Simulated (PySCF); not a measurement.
PySCF job for Be(H)(OH) (BeH2O), SMILES [BeH][OH], TDA-ωB97X/def2-TZVPD. Geometry: B3LYP-D3(BJ)/def2-TZVPD.

```python
import numpy as np
from pyscf import gto, scf, dft, tdscf

mol = gto.M(
    atom='''
    Be   -0.03007666    0.85987209    0.00000000
    H    -0.06503353    2.18512313    0.00000000
    O     0.07663957   -0.53540173    0.00000000
    H    -0.42777637   -1.34139766    0.00000000
    ''',
    basis='def2-TZVPD',
    charge=0,
    spin=0,
    symmetry=True,
    max_memory=1600,
    verbose=4,
)
mf = dft.RKS(mol, xc='wb97x').density_fit(auxbasis='def2-universal-jkfit')
mf.grids.level = 3
mf.conv_tol = 1e-9
mf.max_cycle = 100
mf.kernel()
mf.grids = dft.Grids(mol).set(level=1).build(with_non0tab=True)  # coarser grid for the response kernel
td = tdscf.TDA(mf)
td.singlet = True
td.nstates = 10
td.conv_tol = 1e-4
td.kernel(x0=td.get_init_guess(mf, 15))
td.analyze()
tt = tdscf.TDA(mf)
tt.singlet = False
tt.nstates = 4
tt.conv_tol = 1e-4
tt.kernel(x0=tt.get_init_guess(mf, 9))
tt.analyze(verbose=3)
```

It prints:

```
PySCF version 2.14.0

[INPUT] verbose = 4
[INPUT] num. atoms = 4
[INPUT] num. electrons = 14
[INPUT] charge = 0
[INPUT] spin (= nelec alpha-beta = 2S) = 0
[INPUT] symmetry True subgroup None
[INPUT] Mole.unit = angstrom
[INPUT] Symbol           X                Y                Z      unit          X                Y                Z       unit  Magmom
[INPUT]  1 Be    -0.030076660000   0.859872090000   0.000000000000 AA   -0.056836650142   1.624922752257   0.000000000000 Bohr   0.0
[INPUT]  2 H     -0.065033530000   2.185123130000   0.000000000000 AA   -0.122895560614   4.129284264152   0.000000000000 Bohr   0.0
[INPUT]  3 O      0.076639570000  -0.535401730000   0.000000000000 AA    0.144827797604  -1.011762636318   0.000000000000 Bohr   0.0
[INPUT]  4 H     -0.427776370000  -1.341397660000   0.000000000000 AA   -0.808380181861  -2.534874201532   0.000000000000 Bohr   0.0

nuclear repulsion = 20.7996680477877
point group symmetry = Cs
symmetry origin: [ 2.69960874e-09 -1.34980446e-09  0.00000000e+00]
symmetry axis x: [1.00000000e+00 3.26231515e-09 0.00000000e+00]
symmetry axis y: [-3.26231515e-09  1.00000000e+00  0.00000000e+00]
symmetry axis z: [0. 0. 1.]
num. orbitals of irrep A' = 57
num. orbitals of irrep A" = 23
number of shells = 34
number of NR pGTOs = 108
number of NR cGTOs = 80
basis = def2-TZVPD
ecp = {}


******** <class 'pyscf.df.df_jk.DFSymAdaptedRKS'> ********
method = DFSymAdaptedRKS
initial guess = minao
damping factor = 0
level_shift factor = 0
DIIS = <class 'pyscf.scf.diis.CDIIS'>
diis_start_cycle = 1
diis_space = 8
diis_damp = 0
SCF conv_tol = 1e-09
SCF conv_tol_grad = None
SCF max_cycles = 100
direct_scf = False
XC library pyscf.dft.libxc version 7.1.2
    S. Lehtola, C. Steigemann, M. J. T. Oliveira, and M. A. L. Marques,  SoftwareX 7, 1–5 (2018)
XC functionals = wb97x
    J.-D. Chai and M. Head-Gordon,  J. Chem. Phys. 128, 084106 (2008)
radial grids:
    Treutler-Ahlrichs [JCP 102, 346 (1995); DOI:10.1063/1.469408] (M4) radial grids

becke partition: Becke, JCP 88, 2547 (1988); DOI:10.1063/1.454033
pruning grids: <function nwchem_prune>
grids dens level: 3
symmetrized grids: True
atomic radii adjust function: <function treutler_atomic_radii_adjust>
small_rho_cutoff = 0
Freeze 0 electrons in irreps []
    14 free electrons in irreps A' A"
Set gradient conv threshold to 3.16228e-05
Initial guess from minao.
tot grids = 47424
******** <class 'pyscf.df.df.DF'> ********
auxbasis = def2-universal-jkfit
Create RSH-DF object <pyscf.df.df.DF object> for omega=0.3
******** <class 'pyscf.df.df.DF'> ********
auxbasis = auxmol.basis = def2-universal-jkfit
init E= -91.1724146039685
HOMO (A') = -0.453668092891135  LUMO (A') = -0.0113416045389663  gap/eV = 12.03632
cycle= 1 E= -91.115284789965  delta_E= 0.0571  |g|= 0.77  |ddm|= 1.71
HOMO (A") = -0.259055226273011  LUMO (A') = 0.0540651545365422  gap/eV = 8.52044
cycle= 2 E= -91.0838343209632  delta_E= 0.0315  |g|= 0.941  |ddm|= 0.854
HOMO (A') = -0.439600701701734  LUMO (A') = 0.0480864212299324  gap/eV = 13.27064
cycle= 3 E= -91.2324287489117  delta_E= -0.149  |g|= 0.0382  |ddm|= 0.413
HOMO (A') = -0.432730452423705  LUMO (A') = 0.0495733532612026  gap/eV = 13.12416
cycle= 4 E= -91.2330600760156  delta_E= -0.000631  |g|= 0.011  |ddm|= 0.0689
HOMO (A') = -0.43113156071486  LUMO (A') = 0.0492931053627259  gap/eV = 13.07302
cycle= 5 E= -91.2331136789193  delta_E= -5.36e-05  |g|= 0.00174  |ddm|= 0.0213
HOMO (A') = -0.431500187188131  LUMO (A') = 0.049204287074329  gap/eV = 13.08064
cycle= 6 E= -91.2331159356762  delta_E= -2.26e-06  |g|= 0.000448  |ddm|= 0.00594
HOMO (A') = -0.431446087677028  LUMO (A') = 0.0491943210299154  gap/eV = 13.07889
cycle= 7 E= -91.2331160671705  delta_E= -1.31e-07  |g|= 5.74e-05  |ddm|= 0.00162
HOMO (A') = -0.431461702249845  LUMO (A') = 0.0491928530267821  gap/eV = 13.07928
cycle= 8 E= -91.2331160695923  delta_E= -2.42e-09  |g|= 1.48e-05  |ddm|= 0.000203
HOMO (A') = -0.431461931181317  LUMO (A') = 0.0491927946417127  gap/eV = 13.07928
cycle= 9 E= -91.2331160697483  delta_E= -1.56e-10  |g|= 2.56e-06  |ddm|= 6.13e-05
HOMO (A') = -0.431461430579869  LUMO (A') = 0.0491926290811156  gap/eV = 13.07926
Extra cycle  E= -91.2331160697537  delta_E= -5.47e-12  |g|= 1.07e-06  |ddm|= 1.11e-05
converged SCF energy = -91.2331160697537
tot grids = 15208


******** <class 'pyscf.tdscf.rks.TDA'> for <class 'pyscf.df.df_jk.DFSymAdaptedRKS'> ********
nstates = 10 singlet
deg_eia_thresh = 1.000e-03
wfnsym = None
conv_tol = 0.0001
eigh lindep = 1e-12
eigh level_shift = 0
eigh max_cycle = 100


Excitation energies (eV)
[ 8.19541556  8.33083087  8.54945353  8.57247327  8.58115667  8.86630537
  9.08524488  9.24004085  9.5653464  10.16437431]

** Singlet excitation energies and oscillator strengths **
Excited State   1:   A"      8.19542 eV    151.28 nm  f=0.0122
       6 -> 8         0.58313
       6 -> 10       -0.22276
       6 -> 15       -0.17170
       6 -> 17       -0.14092
       7 -> 9        -0.18544
       7 -> 14       -0.12846
Excited State   2:   A'      8.33083 eV    148.83 nm  f=0.0797
       5 -> 8        -0.32443
       5 -> 10        0.12075
       5 -> 15        0.10022
       7 -> 8         0.28444
       7 -> 10        0.42451
       7 -> 12        0.22437
       7 -> 13       -0.17605
Excited State   3:   A"      8.54945 eV    145.02 nm  f=0.1290
       6 -> 8        -0.27552
       6 -> 10       -0.34185
       6 -> 12       -0.21698
       6 -> 13        0.17023
       6 -> 15        0.13479
       7 -> 9        -0.38249
       7 -> 14       -0.20494
Excited State   4:   A'      8.57247 eV    144.63 nm  f=0.2481
       5 -> 8         0.48408
       5 -> 10       -0.28272
       5 -> 15       -0.11271
       5 -> 17       -0.12980
       7 -> 8         0.12042
       7 -> 10        0.31117
       7 -> 12        0.12520
Excited State   5:   A"      8.58116 eV    144.48 nm  f=0.1847
       6 -> 10        0.40749
       6 -> 12        0.23371
       6 -> 13       -0.12903
       7 -> 9        -0.43397
       7 -> 14       -0.22677
Excited State   6:   A'      8.86631 eV    139.84 nm  f=0.0278
       5 -> 8        -0.18106
       5 -> 10       -0.35186
       5 -> 12       -0.20334
       5 -> 13        0.14706
       5 -> 15        0.11067
       6 -> 9         0.40551
       6 -> 14        0.25469
       6 -> 16        0.11459
       7 -> 10       -0.10272
Excited State   7:   A"      9.08524 eV    136.47 nm  f=0.0386
       5 -> 9        -0.56543
       5 -> 14       -0.35091
       5 -> 16       -0.17464
       7 -> 9        -0.11787
Excited State   8:   A'      9.24004 eV    134.18 nm  f=0.1110
       5 -> 8         0.10295
       7 -> 8         0.54881
       7 -> 10       -0.31082
       7 -> 12        0.11064
       7 -> 13        0.18990
       7 -> 17       -0.11736
Excited State   9:   A'      9.56535 eV    129.62 nm  f=0.1967
       7 -> 8        -0.11017
       7 -> 11       -0.64139
       7 -> 18        0.13157
Excited State  10:   A'     10.16437 eV    121.98 nm  f=0.1290
       5 -> 8        -0.20286
       5 -> 10       -0.36621
       5 -> 13        0.21530
       6 -> 9        -0.43867
       6 -> 14       -0.10651
       7 -> 8         0.17102
       7 -> 11        0.12713

** Transition electric dipole moments (AU) **
state          X           Y           Z        Dip. S.      Osc.
  1        -0.0000      0.0000     -0.2462      0.0606      0.0122
  2        -0.6049     -0.1564     -0.0000      0.3903      0.0797
  3         0.0000     -0.0000      0.7847      0.6158      0.1290
  4        -1.0863      0.0381      0.0000      1.1815      0.2481
  5         0.0000     -0.0000      0.9374      0.8787      0.1847
  6         0.3530      0.0566     -0.0000      0.1278      0.0278
  7        -0.0000      0.0000      0.4164      0.1734      0.0386
  8         0.0500     -0.6983     -0.0000      0.4902      0.1110
  9         0.0458     -0.9150      0.0000      0.8393      0.1967
 10         0.1307     -0.7078     -0.0000      0.5180      0.1290

** Transition velocity dipole moments (imaginary part, AU) **
state          X           Y           Z        Dip. S.      Osc.
  1        -0.0000      0.0000     -0.1025      0.0105      0.0232
  2        -0.1128     -0.0503     -0.0000      0.0153      0.0332
  3        -0.0000      0.0000      0.1849      0.0342      0.0725
  4        -0.2921      0.0361      0.0000      0.0866      0.1833
  5         0.0000     -0.0000      0.2417      0.0584      0.1235
  6         0.0696      0.0165     -0.0000      0.0051      0.0105
  7         0.0000      0.0000      0.0896      0.0080      0.0160
  8         0.0156     -0.2163     -0.0000      0.0470      0.0923
  9         0.0084     -0.3134      0.0000      0.0983      0.1864
 10         0.0133     -0.1642     -0.0000      0.0271      0.0484

** Transition magnetic dipole moments (imaginary part, AU) **
state          X           Y           Z
  1        -0.6617      0.0057      0.0000
  2        -0.0000     -0.0000     -1.3331
  3        -0.9644      0.0079     -0.0000
  4        -0.0000     -0.0000     -0.5913
  5        -0.9109     -0.0842      0.0000
  6         0.0000     -0.0000      0.2160
  7        -0.1168      0.0164      0.0000
  8        -0.0000     -0.0000      0.1442
  9        -0.0000     -0.0000     -0.0329
 10         0.0000     -0.0000      0.0425


******** <class 'pyscf.tdscf.rks.TDA'> for <class 'pyscf.df.df_jk.DFSymAdaptedRKS'> ********
nstates = 4 triplet
deg_eia_thresh = 1.000e-03
wfnsym = None
conv_tol = 0.0001
eigh lindep = 1e-12
eigh level_shift = 0
eigh max_cycle = 100


Excitation energies (eV)
[7.52402357 7.67437535 7.95344691 8.20460474]

** Triplet excitation energies and oscillator strengths **
Excited State   1:   A'      7.52402 eV    164.78 nm  f=0.0000
Excited State   2:   A"      7.67438 eV    161.56 nm  f=0.0000
Excited State   3:   A"      7.95345 eV    155.89 nm  f=0.0000
Excited State   4:   A'      8.20460 eV    151.12 nm  f=0.0000
```

The calculation finished and met its thresholds.
